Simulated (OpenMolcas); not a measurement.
A calculation on Te⁺.

```yaml
Program: OpenMolcas 26.06
Method: "SS-CASPT2, IPEA 0.25 Eh, imaginary shift 0.1 Eh (closed shells correlated: 4d 5s)"
Basis: ANO-RCC-VQZP [8s7p5d3f2g]
Scalar_Hamiltonian: DKH2, point nucleus
Active_space: 3 electrons in 3 orbitals (5p)
State_averaging: 2S+1 = 4 odd, 1 root; 2S+1 = 2 odd, 8 roots
Spin-orbit_coupling: RASSI with atomic mean-field integrals over the reference wave functions, term energies averaged over their components
```

Problem. Which level of the active space comes out lowest?

Solution. 5s2 5p3 4S* 3/2, with 95 % of that term; it is also the measured ground level.

Problem. How high does 5s2 5p3 2P* 3/2 lie?

Solution. 24150 cm-1 above the lowest level; measured 24032 cm-1 above the ground level, so the calculation is off by +1 %.

Problem. How high does 5s2 5p3 2D* 3/2 lie?

Solution. 10900 cm-1 above the lowest level; measured 10222 cm-1 above the ground level, so the calculation is off by +7 %.

Problem. How high does 5s2 5p3 2P* 1/2 lie?

Solution. 21430 cm-1 above the lowest level; measured 20547 cm-1 above the ground level, so the calculation is off by +4 %.

Measured values: NIST Handbook of Basic Atomic Spectroscopic Data.

CASPT2 does not keep the components of a term degenerate, so their means are used; among the terms shown or strongly mixed into the levels shown the widest spread is 100 cm-1 (5s2 5p3 2D*). With the s shell closed, the reference lacks s² → p² mixing. Measured partners are found by configuration, term and J. A level has none where our copy of the source lacks it or the pairing is in doubt (some pairs that miss far off the trend of their configuration count as doubtful), and it then counts in no deviation. Levels of configurations outside the active space are missing.

* marks odd parity.
